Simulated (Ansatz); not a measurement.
Relaxation of Ga₆N₆, a cluster cut from wurtzite GaN (bare) with RKS PBE-D4/def2-SVP.

```sh
$ ansatz run in.yaml --threads 4 --pin off --events-out ev --progress --plain --max-ram 6963MiB
```

```yaml
crystal:
  periodic: [false, false, false]
  atoms:
    - {symbol: N, position_ang: [-0.010900, -2.028060, -1.070670]}
    - {symbol: Ga, position_ang: [-1.538030, -0.880200, -0.990280]}
    - {symbol: Ga, position_ang: [-0.001680, -1.765960, 1.001270]}
    - {symbol: N, position_ang: [-1.754470, -1.006340, 1.084550]}
    - {symbol: N, position_ang: [-1.756370, 1.016510, -1.069440]}
    - {symbol: Ga, position_ang: [-1.523810, 0.890170, 1.003040]}
    - {symbol: Ga, position_ang: [1.523650, -0.890010, -1.003590]}
    - {symbol: N, position_ang: [1.757920, -1.017400, 1.068810]}
    - {symbol: N, position_ang: [1.753760, 1.006060, -1.082860]}
    - {symbol: Ga, position_ang: [0.001510, 1.765390, -1.002300]}
    - {symbol: Ga, position_ang: [1.537750, 0.879810, 0.990070]}
    - {symbol: N, position_ang: [0.010660, 2.030040, 1.071400]}
basis:
  gaussian: {orbitals: def2-SVP}
hamiltonian: {xc: pbe, dispersion: d4}
scf: {lower_state_search: "off"}
output: {orbitals: {seedname: orbitals}}
relax: {f_tol: 0.03, max_steps: 70}
```

Hardware: 4 threads of Arm Neoverse V2 on a shared host. Wall time 26 s, peak host memory 0.83 GiB.

Positions (Å) and forces (eV/Å) at steps 1, 2, 3, 4 of 4:

```xyz
12
step=1 energy=-323104.6658 eV
N    -0.011   -2.028   -1.071   -0.004   -0.127    0.383
Ga   -1.538   -0.880   -0.990    0.484    0.260    0.623
Ga   -0.002   -1.766    1.001    0.013    0.562   -0.628
N    -1.754   -1.006    1.085   -0.109   -0.059   -0.389
N    -1.756    1.017   -1.069   -0.107    0.073    0.387
Ga   -1.524    0.890    1.003    0.487   -0.276   -0.627
Ga    1.524   -0.890   -1.004   -0.470    0.274    0.630
N     1.758   -1.017    1.069    0.093   -0.075   -0.384
N     1.754    1.006   -1.083    0.112    0.061    0.377
Ga    0.002    1.765   -1.002   -0.004   -0.545    0.638
Ga    1.538    0.880    0.990   -0.500   -0.259   -0.619
N     0.011    2.030    1.071    0.005    0.112   -0.389
12
step=2 energy=-323104.8038 eV
N    -0.011   -2.048   -1.054   -0.001    0.019    0.154
Ga   -1.502   -0.860   -0.973   -0.046   -0.032    0.117
Ga   -0.001   -1.724    0.983    0.006   -0.055   -0.110
N    -1.771   -1.016    1.067    0.022    0.012   -0.156
N    -1.773    1.026   -1.052    0.021   -0.003    0.157
Ga   -1.487    0.870    0.985   -0.050    0.026   -0.116
Ga    1.488   -0.870   -0.985    0.052   -0.025    0.113
N     1.774   -1.027    1.052   -0.030    0.003   -0.154
N     1.770    1.015   -1.066   -0.018   -0.010    0.153
Ga    0.001    1.725   -0.983   -0.002    0.059    0.112
Ga    1.501    0.860    0.972    0.044    0.036   -0.113
N     0.011    2.050    1.054    0.003   -0.031   -0.157
12
step=3 energy=-323104.8119 eV
N    -0.011   -2.048   -1.044   -0.001    0.013    0.047
Ga   -1.504   -0.861   -0.970   -0.038   -0.026    0.068
Ga   -0.001   -1.727    0.980    0.003   -0.044   -0.066
N    -1.771   -1.016    1.057    0.013    0.009   -0.051
N    -1.773    1.027   -1.042    0.012   -0.005    0.050
Ga   -1.490    0.871    0.982   -0.040    0.024   -0.068
Ga    1.491   -0.871   -0.983    0.040   -0.022    0.067
N     1.774   -1.027    1.042   -0.016    0.006   -0.050
N     1.770    1.015   -1.057   -0.010   -0.008    0.049
Ga    0.001    1.728   -0.981   -0.001    0.046    0.069
Ga    1.503    0.861    0.970    0.037    0.027   -0.066
N     0.011    2.050    1.045    0.002   -0.020   -0.050
12
step=4 energy=-323104.8146 eV
N    -0.011   -2.048   -1.041    0.000    0.013    0.002
Ga   -1.510   -0.865   -0.963    0.005    0.003   -0.007
Ga   -0.001   -1.734    0.974    0.000    0.005    0.008
N    -1.770   -1.015    1.054    0.012    0.006   -0.002
N    -1.773    1.027   -1.039    0.012   -0.006    0.001
Ga   -1.496    0.875    0.975    0.004   -0.003    0.007
Ga    1.497   -0.875   -0.976   -0.005    0.003   -0.007
N     1.773   -1.027    1.039   -0.012    0.006   -0.002
N     1.770    1.015   -1.054   -0.011   -0.006    0.002
Ga    0.001    1.735   -0.974    0.000   -0.006   -0.007
Ga    1.510    0.865    0.963   -0.004   -0.003    0.007
N     0.011    2.049    1.042    0.000   -0.014   -0.002
```
